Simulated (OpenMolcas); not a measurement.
Os⁺.

| Quantity | Value |
| --- | --- |
| Program | OpenMolcas 26.06 |
| Method | CASSCF |
| Basis | ANO-RCC-VTZP [8s7p5d3f2g1h] |
| Scalar Hamiltonian | DKH2, point nucleus |
| Active space | 7 electrons in 6 orbitals (5d 6s) |
| State averaging | 2S+1 = 6 even, 6 roots; 2S+1 = 4 even, 67 roots; 2S+1 = 2 even, 98 roots |
| Spin-orbit coupling | state interaction with AMFI integrals over the reference wave functions, term energies averaged over their components |

Levels without dynamic correlation, in cm⁻¹ above 5d⁶ 6s ⁶D_9/2:

```json
{"Level": "5d⁶ 6s ⁴D_5/2(1) [71 %]", "E": "23397"}
{"Level": "5d⁶ 6s ⁴H_13/2", "E": "21786"}
{"Level": "5d⁶ 6s ⁴P_1/2(1) [69 %]", "E": "22069"}
```

On this reference, MS-CASPT2, IPEA 0.25 Eh, imaginary shift 0.1 Eh (closed shells correlated: 5s 5p) puts 5d⁶ 6s ⁴D_5/2(1) [71 %] at 17890 cm⁻¹.

Problem. Estimate the other levels at that method by one scale factor, and say how well it serves.

Solution. The factor is 17890 / 23397 = 0.765. Scaled values beside those that MS-CASPT2 gives:
| Level | Scaled | MS-CASPT2 | Miss (%) |
| --- | --- | --- | --- |
| 5d⁶ 6s ⁴H_13/2 | 16666 | 19630 | -15.1 |
| 5d⁶ 6s ⁴P_1/2(1) [69 %] | 16883 | 16330 | +3.4 |
For these levels the scaled values miss MS-CASPT2 by up to 15.1 %, as correlation changes each term by its own factor, spin-orbit parts do not scale and CASPT2 has its own spread within terms. This holds within one configuration; levels of others move differently, and the target method has errors of its own against measurement.

CASPT2 breaks the degeneracy within a term, and the mean is taken; among the terms shown or strongly mixed into the levels shown the widest spread is 330 cm-1 (5d⁶ 6s ⁴H, MS-CASPT2). Configurations are named by rounded mean occupations; where the s occupation lies near a half they are strongly mixed, a name can repeat and a true partner stay unpaired. Without dynamic correlation excited terms often stand tens of per cent too high (terms of higher spin than the ground term too low), and those without a measured partner can miss by more than the paired ones (holds for CASSCF). Blocks of more than 70 roots (2S+1 = 2 even) ran without multistate coupling (holds for MS-CASPT2). Levels of configurations outside the active space are missing.

A share in square brackets marks a mixed level and gives the weight of the term that names it, the lowest over the columns. A number in round brackets counts repeated terms of one configuration in the order of the reference energies.
